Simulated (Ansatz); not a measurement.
CH4F2SeSi, SMILES `FC[SiH](F)[SeH]`, relaxed with RKS PBE0-D4/def2-TZVP in Ansatz from a PBE-D4/def2-SVP geometry. The force threshold is 0.005 eV/Å; the program also tests the step.

Charge 0, multiplicity 1.

Start:

```xyz
9

F    -2.041   -0.262    1.015
C    -0.827   -0.684    0.481
Si    0.248    0.818    0.037
F    -0.559    1.692   -1.093
Se    2.292    0.131   -0.719
H    -0.289   -1.321    1.222
H    -1.011   -1.314   -0.421
H     0.506    1.695    1.222
H     1.680   -0.755   -1.745
```

How much energy does the relaxation release, and in how many steps? (Estimate.)

Ansatz gave: 1.43 kcal/mol, in 9 steps, 2 of them rejected.

Which bonds change most? (An estimate is asked.)

Ansatz gave: Si3–F4 from 1.640 to 1.595 Å; Si3–Se5 from 2.285 to 2.262 Å; C2–H7 from 1.115 to 1.096 Å; C2–H6 from 1.115 to 1.095 Å.

Give the relaxed structure. (Estimate.)

The calculation gave: 
```xyz
9

F    -2.040   -0.290    0.961
C    -0.803   -0.676    0.464
Si    0.243    0.829    0.038
F    -0.556    1.696   -1.036
Se    2.251    0.144   -0.746
H    -0.295   -1.284    1.221
H    -0.964   -1.306   -0.418
H     0.524    1.684    1.211
H     1.639   -0.797   -1.696
```
